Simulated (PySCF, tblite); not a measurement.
Compound: C11H12.
Numbering: `[CH:1]#[C:2][c:3]1[cH:4][cH:5][cH:6][cH:7][c:8]1[CH2:9][CH2:10][CH3:11]` (hydrogens: H12 on C1; H13 on C4; H14 on C5; H15 on C6; H16 on C7; H17, H18 on C9; H19, H20 on C10; H21, H22, H23 on C11)

Geometry (GFN2-xTB, Å), atoms numbered from 1 in this order:
```
atom  x, y, z in Å
C1    -1.4058    2.9237    0.7692
C2    -1.3489    1.7527    0.5095
C3    -1.3079    0.3680    0.2110
C4    -2.3052   -0.4636    0.7187
C5    -2.2946   -1.8160    0.4380
C6    -1.2921   -2.3459   -0.3575
C7    -0.3010   -1.5217   -0.8626
C8    -0.2874   -0.1623   -0.5895
C9     0.8131    0.7181   -1.1040
C10    1.8321    1.0443   -0.0033
C11    2.5404   -0.2013    0.5137
H12   -1.4494    3.9474    0.9950
H13   -3.0835   -0.0354    1.3340
H14   -3.0686   -2.4559    0.8358
H15   -1.2799   -3.4022   -0.5829
H16    0.4786   -1.9413   -1.4831
H17    0.3880    1.6546   -1.4734
H18    1.3254    0.2200   -1.9300
H19    1.3163    1.5415    0.8204
H20    2.5703    1.7417   -0.4054
H21    1.8242   -0.8988    0.9428
H22    3.0673   -0.7048   -0.2945
H23    3.2639    0.0641    1.2813
```

Jobs on this species (23 atoms, 78 electrons) with PySCF (density fitting) and tblite. Hardware of each: Arm Neoverse V1, one thread, no GPU (shared host). The host was shared with other jobs, so the times are rough.

```tsv
level and settings	work	basis functions	SCF cycles	wall time
PBE0/pcSseg-1	shieldings, ring-centre shieldings, charges and field gradients, density and orbital grids written	247	?	?
GFN2-xTB	L-BFGS relaxation	–	–	0.69 s
GFN2-xTB	Hessian by finite differences	–	–	1.1 s
```

Fill in the missing figures.

- PBE0/pcSseg-1; shieldings, ring-centre shieldings, charges and field gradients, density and orbital grids written: 73 s, 15 SCF cycles

What do all jobs in the table cost together?

About 75 s; the longest takes about 98 % of that, and about 110 times as long as the shortest.
